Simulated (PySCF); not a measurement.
[Ni(OH)3]-: Ni(II) (d8), charge -1. The structure is a model geometry with rigid ligands and bond lengths from ionic radii, not a minimum; coordination trigonal planar, point group C3h, metal–donor distances 1.84 Å.

Method (PySCF 2.14, density fitting): CASSCF(8,5) with orbitals averaged over all microstates of the shell, strongly contracted NEVPT2 on the averaged canonical orbitals; basis x2c-TZVPall on the metal, x2c-SVPall elsewhere; spin-free X2C; IEF-PCM water; spin-orbit coupling by state interaction with the mean-field operator over all roots.

CASSCF energies above the lowest CASSCF root:

| state | CASSCF / cm⁻¹ |
| --- | --- |
| 3A'' | 0 |
| 3A'' | 112 |
| 3A' | 1761 |
| 3E' | 2061 |
| 3E'' | 2556 |
| 1A' | 14243 |
| 1E'' | 16119 |
| 3A' | 16704 |
| 1E' | 17732 |
| 1E' | 18698 |
| 1A'' | 24032 |
| 3E'' | 24292 |
| 1A'' | 24330 |
| 1E' | 29158 |
| 1E'' | 31658 |
| 1A' | 32528 |
| 1A' | 62655 |

Q: How does dynamic correlation (SC-NEVPT2) move these states?

A: 
```
state  NEVPT2 / cm⁻¹  shift / cm⁻¹
 3A''              0             0
 3A''             76           -36
  3A'           1249          -512
  3E'           3122         +1061
 3E''           2987          +431
  1A'          11590         -2654
 1E''          14014         -2106
  3A'          14262         -2443
  1E'          14296         -3436
  1E'          17513         -1185
 1A''          21733         -2299
 3E''          23036         -1256
 1A''          22024         -2307
  1E'          27969         -1189
 1E''          31406          -252
  1A'          32541           +13
  1A'          54661         -7994
```

The geometry is a model, and the complex may not exist in this form. 3A'' (76 cm⁻¹) lies within 300 cm⁻¹ of 3A'' at NEVPT2 level, inside the method's error: their order is undecided. NEVPT2 lifts 3E' from 2061 to 3122 cm⁻¹; on the d shell alone such lifts tend to overshoot.
